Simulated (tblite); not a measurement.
Species: C₆H₉BP (doublet state).
Atom-mapped SMILES: `[CH2:1]=[CH:2][B:3]([PH2:4])[C:5]1=[CH:6][CH:7][CH2:8]1` (hydrogens: H9, H10 on C1; H11 on C2; H12, H13 on P4; H14 on C6; H15 on C7; H16, H17 on C8)
Bond orders are those of one Lewis drawing.

Computed with GFN2-xTB (tblite), gas phase: L-BFGS steps from a force-field or distance-geometry start until the largest atomic force falls under 0.01 eV/Å.

The end geometry, which sets the zero of energy:
```
atom  x, y, z in Å
C1      3.0631   -0.0412    0.4832
C2      1.7894    0.2629    0.7272
B3      0.6019   -0.0551   -0.2204
P4      0.9455   -0.6042   -2.0126
C5     -0.8166   -0.0101    0.2422
C6     -1.5363    0.6047    1.3110
C7     -2.7453    0.1300    0.9051
C8     -2.1447   -0.5619   -0.2948
H9      3.8641    0.1733    1.1743
H10     3.3523   -0.5405   -0.4314
H11     1.5652    0.7414    1.6757
H12    -0.1354   -0.0502   -2.6776
H13     1.8408    0.3670   -2.4275
H14    -1.2227    1.2233    2.1333
H15    -3.7521    0.1887    1.2748
H16    -2.4521   -0.1673   -1.2639
H17    -2.2242   -1.6489   -0.3097
```

Problem. These geometries come from the run, each turned onto the end geometry. Order them by energy, lowest first.
A.
```
atom  x, y, z in Å
C1      2.5110   -0.3473    0.5067
C2      1.6647    0.6704    0.5868
B3      0.4753    0.6062   -0.3865
P4      0.5875    0.1891   -2.3601
C5     -0.9368    0.4892    0.1180
C6     -1.6884    0.8585    1.2113
C7     -2.5354   -0.2016    1.0876
C8     -1.9597   -0.6173   -0.2268
H9      3.3174   -0.5289    1.1783
H10     2.3993   -1.0719   -0.2782
H11     1.7280    1.3487    1.4192
H12     1.6745    0.9729   -2.8375
H13     1.2910   -1.0165   -2.2075
H14    -1.5187    1.6366    1.9633
H15    -2.9189   -0.8698    1.8275
H16    -2.4630   -0.4542   -1.1815
H17    -1.6349   -1.6523   -0.1316
```
B.
```
atom  x, y, z in Å
C1      3.0552    0.0755    0.4673
C2      1.7565    0.2190    0.7258
B3      0.5873   -0.1244   -0.2368
P4      0.9380   -0.7649   -1.9911
C5     -0.8367    0.0024    0.2031
C6     -1.5037    0.5741    1.3245
C7     -2.7328    0.1169    0.9549
C8     -2.2002   -0.4621   -0.3334
H9      3.8202    0.3569    1.1734
H10     3.4012   -0.3289   -0.4703
H11     1.5007    0.6074    1.7042
H12    -0.0480   -0.1093   -2.7083
H13     1.9586    0.0829   -2.3768
H14    -1.1470    1.1506    2.1606
H15    -3.7065    0.0897    1.4096
H16    -2.5258    0.0601   -1.2338
H17    -2.3242   -1.5339   -0.4839
```
C.
```
atom  x, y, z in Å
C1      2.9486   -0.0312    0.4376
C2      1.7096    0.4511    0.4969
B3      0.4768    0.1008   -0.3709
P4      0.5507   -0.2954   -2.2669
C5     -0.8840    0.0641    0.2352
C6     -1.5500    0.5042    1.4158
C7     -2.7493   -0.0403    1.0565
C8     -2.1961   -0.5665   -0.2462
H9      3.7332    0.2817    1.1113
H10     3.2280   -0.8061   -0.2588
H11     1.5035    1.1761    1.2819
H12     1.1549    0.8979   -2.6635
H13     1.7835   -0.9313   -2.2077
H14    -1.2168    1.0621    2.2730
H15    -3.7293   -0.0703    1.4937
H16    -2.6026   -0.1334   -1.1594
H17    -2.1678   -1.6516   -0.3396
```
D.
```
atom  x, y, z in Å
C1      2.5570   -0.3627    0.4973
C2      1.6593    0.6151    0.4797
B3      0.4455    0.6227   -0.4804
P4      0.5461    0.1664   -2.3950
C5     -0.9157    0.4968    0.1025
C6     -1.6546    0.8222    1.2680
C7     -2.4818   -0.2538    1.1521
C8     -1.9130   -0.6369   -0.1907
H9      3.3228   -0.4734    1.2446
H10     2.5315   -1.1255   -0.2610
H11     1.6738    1.3390    1.2831
H12     1.6882    0.9064   -2.6660
H13     1.3482   -0.9519   -2.1881
H14    -1.5646    1.6374    1.9574
H15    -3.1912   -0.7221    1.8113
H16    -2.5859   -0.4388   -1.0247
H17    -1.4728   -1.6290   -0.3013
```
E.
```
atom  x, y, z in Å
C1      3.0551    0.0468    0.5030
C2      1.7566    0.2320    0.7380
B3      0.6020   -0.0960   -0.2468
P4      0.9505   -0.7042   -2.0152
C5     -0.8174   -0.0125    0.2123
C6     -1.4920    0.5784    1.3222
C7     -2.7208    0.1367    0.9387
C8     -2.1733   -0.4913   -0.3204
H9      3.8273    0.2768    1.2229
H10     3.3973   -0.3574   -0.4400
H11     1.4768    0.6180    1.7135
H12    -0.1121   -0.1621   -2.7173
H13     1.8735    0.2170   -2.4794
H14    -1.1389    1.1530    2.1593
H15    -3.7105    0.1592    1.3577
H16    -2.4953   -0.0117   -1.2454
H17    -2.2859   -1.5708   -0.4142
```

Solution. E (0.010 eV), B (0.023 eV), C (0.223 eV), D (0.475 eV), A (0.938 eV).

In the order of the answer:

```csv
step,E above end (eV),largest force (eV/Å),rms force component (eV/Å),rms distance from end (Å),rms bond change (Å),bond most changed (Å)
111,0.010,0.05,0.020,0.114,0.001,B3–P4 -0.003
97,0.023,0.10,0.037,0.161,0.002,B3–P4 -0.005
64,0.223,0.22,0.065,0.573,0.009,B3–P4 +0.033
13,0.475,0.45,0.103,0.899,0.016,B3–P4 +0.065
4,0.938,2.05,0.473,0.924,0.033,B3–P4 +0.115
```

The cost below is that of the whole relaxation. The run took 1.2 s of wall time on one thread, Arm Neoverse V1 (aarch64) (shared host).
